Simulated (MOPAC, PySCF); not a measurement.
H₈N₄Si, SMILES `N[Si](N)(N)N`, neutral singlet in the gas phase. 

Cartesian coordinates (Å):
SMILES: [Si](N)(N)(N)N
```xyz
13

N      0.7186     0.1384     1.5549
Si    -0.0005     0.0018    -0.0003
N     -0.6648    -1.5827     0.0482
N      1.1153     0.2317    -1.2873
N     -1.1711     1.2199    -0.3170
H      1.3215     0.9192     1.7639
H      0.1976    -0.1420     2.3722
H     -0.1043    -2.3488     0.3904
H     -1.2854    -1.8912    -0.6842
H      1.8437    -0.4466    -1.4494
H      1.4349     1.1622    -1.5108
H     -1.8817     1.4255     0.3681
H     -1.5302     1.3358    -1.2528
```
Charge 0, multiplicity 1.

All levels are single points at this geometry (r2SCAN-D4/def2-TZVP); Pople sets use spherical d functions. Orbital energies aren't observables, and empty levels follow the basis.

| level | HOMO (eV) | LUMO (eV) | gap (eV) | dipole (D) | vertical IE, Delta-SCF (eV) |
|---|---|---|---|---|---|
| r2SCAN-D4/def2-TZVP in PySCF | -5.54 | 0.77 | 6.31 | 0.00 | 8.31 |
| B3LYP/6-311+G** in PySCF | -6.56 | -0.38 | 6.18 | 0.00 | – |
| B3LYP/6-31G* in PySCF | -5.95 | 1.81 | 7.76 | 0.00 | 8.20 |
| B3LYP/LANL2DZ in PySCF | -6.20 | 2.12 | 8.32 | 0.00 | – |
| BP86/6-31G* in PySCF | -4.80 | 1.24 | 6.03 | 0.00 | – |
| SVWN5/6-31G* in PySCF | -4.77 | 1.08 | 5.85 | 0.00 | 7.81 |
| HF/3-21G in PySCF | -9.93 | 6.70 | 16.63 | 0.00 | – |
| HF/6-31G* in PySCF | -10.07 | 5.50 | 15.57 | 0.00 | 9.09 |
| HF/STO-3G in PySCF | -8.14 | 13.66 | 21.80 | 0.00 | – |
| AM1 in MOPAC | -9.50 | 2.67 | 12.16 | 0.00 | – |
| PM3 in MOPAC | -8.38 | 1.22 | 9.60 | 0.00 | – |
| PM6 in MOPAC | -8.99 | 1.69 | 10.68 | 0.00 | – |
| PM7 in MOPAC | -8.95 | 1.69 | 10.64 | 0.00 | – |
